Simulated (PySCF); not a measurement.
Isomers of C6H6N2Si.

All values: CAM-B3LYP/def2-SVPD (PySCF) at GFN2-xTB geometries, gas phase, one conformer each. Core orbitals are frozen in the response; Δα² is half the sum of the squared differences of the principal polarisabilities.

(1) Rank by HOMO energy, lowest first.
A. `C#Cc1cnncc1[SiH3]`
B. `CC#CC([SiH3])(C#N)C#N`
C. `[CH2:1]=[CH:2]/[C:3]([C:4]#[N:5])=[CH:6]\[SiH2:7][C:8]#[N:9]` with C1–C2–C3–C4 2°, C3–C6–Si7–C8 -53°
D. `[CH2:1]=[CH:2][C:3]#[C:4][Si@@H:5]([C:6]#[N:7])[N:8]=[CH2:9]` with C4–Si5–N8–C9 2°
E. `[N:1]#[C:2][C:3]1=[CH:4][C@@H:5]([C:6]#[N:7])[CH2:8][SiH2:9]1` with C3–C4–C5–C6 -107°, C4–C5–C8–Si9 -18°, C5–C8–Si9–C3 15°, C2–C3–Si9–C8 171°

(2) Rank by mean static polarisability, highest first.
A. `C#CC1=C([SiH3])C=NN=C1`
B. `[CH2:1]=[CH:2]/[C:3]([C:4]#[N:5])=[CH:6]/[SiH2:7][C:8]#[N:9]` with C1–C2–C3–C4 0°, C3–C6–Si7–C8 180°
C. `[N:1]#[C:2][C:3]1=[CH:4][C@@H:5]([C:6]#[N:7])[CH2:8][SiH2:9]1` with C3–C4–C5–C6 -107°, C4–C5–C8–Si9 -18°, C5–C8–Si9–C3 15°, C2–C3–Si9–C8 171°
D. `[CH2:1]=[CH:2][C:3]#[C:4][Si@@H:5]([C:6]#[N:7])[N:8]=[CH2:9]` with C4–Si5–N8–C9 2°
E. `CC#CC([SiH3])(C#N)C#N`

(3) Rank by polarisability anisotropy Δα, lowest first.
A. `[CH2:1]=[CH:2]/[C:3]([C:4]#[N:5])=[CH:6]\[SiH2:7][C:8]#[N:9]` with C1–C2–C3–C4 2°, C3–C6–Si7–C8 -53°
B. `[CH2:1]=[CH:2]/[C:3]([C:4]#[N:5])=[CH:6]/[SiH2:7][C:8]#[N:9]` with C1–C2–C3–C4 0°, C3–C6–Si7–C8 180°
C. `CC#CC([SiH3])(C#N)C#N`
D. `C#Cc1cnncc1[SiH3]`
E. `[N:1]#[C:2][C:3]1=[CH:4][C@@H:5]([C:6]#[N:7])[CH2:8][SiH2:9]1` with C3–C4–C5–C6 -107°, C4–C5–C8–Si9 -18°, C5–C8–Si9–C3 15°, C2–C3–Si9–C8 171°

## Answers

(1) E (-9.78 eV), B (-9.50 eV), C (-9.17 eV), D (-8.73 eV), A (-8.22 eV).

(2) D (16.31 Å³), B (16.04 Å³), A (15.81 Å³), E (14.97 Å³), C (14.58 Å³).

(3) C (4.08 Å³), E (6.06 Å³), A (8.48 Å³), D (9.48 Å³), B (11.86 Å³).

All values together:

```tsv
SMILES	μ (D)	HOMO (eV)	LUMO (eV)	α (Å³)	Δα (Å³)
C=C/C(C#N)=C\[SiH2]C#N	3.34	-9.17	-1.67	15.85	8.48
C=CC#C[Si@@H](C#N)N=C	5.50	-8.73	-0.75	16.31	8.60
N#CC1=C[C@@H](C#N)C[SiH2]1	4.88	-9.78	-0.99	14.58	6.06
C=C/C(C#N)=C/[SiH2]C#N	3.50	-9.18	-1.63	16.04	11.86
C#Cc1cnncc1[SiH3]	4.31	-8.22	-1.20	15.81	9.48
CC#CC([SiH3])(C#N)C#N	5.34	-9.50	0.26	14.97	4.08
```

Conformers: `[CH2:1]=[CH:2]/[C:3]([C:4]#[N:5])=[CH:6]\[SiH2:7][C:8]#[N:9]` with C1–C2–C3–C4 2°, C3–C6–Si7–C8 -53°; `[CH2:1]=[CH:2][C:3]#[C:4][Si@@H:5]([C:6]#[N:7])[N:8]=[CH2:9]` with C4–Si5–N8–C9 2°; `[N:1]#[C:2][C:3]1=[CH:4][C@@H:5]([C:6]#[N:7])[CH2:8][SiH2:9]1` with C3–C4–C5–C6 -107°, C4–C5–C8–Si9 -18°, C5–C8–Si9–C3 15°, C2–C3–Si9–C8 171°; `[CH2:1]=[CH:2]/[C:3]([C:4]#[N:5])=[CH:6]/[SiH2:7][C:8]#[N:9]` with C1–C2–C3–C4 0°, C3–C6–Si7–C8 180°.
